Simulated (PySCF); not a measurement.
Computed shifts of a molecule C₂H₇BO, PySCF with PBE0/pcSseg-1, GIAO, gas phase, atoms alike by connectivity averaged where their shifts nearly agree, in ppm (number of nuclei): ¹H: 5.44 (1), 5.30 (1), 4.70 (1), 4.25 (1), 1.64 (3). ¹³C: 77.8 (1), 22.4 (1). References: ¹¹B against BF3 (σ = 88.8 ppm); ¹H against TMS (σ = 31.56 ppm); ¹⁷O against H2O (σ = 334.2 ppm); ¹³C against TMS (σ = 186.3 ppm), references at their B3LYP-D3(BJ)/def2-TZVP geometries, non-relativistic. Geometry: TPSSh-D3(BJ)/def2-SVP. One conformer was computed; it need not be the lowest.

Question: Which structure fits?
A) CB(C)O
B) CBOC
C) BOCC
D) CCBO

Answer: C, BOCC
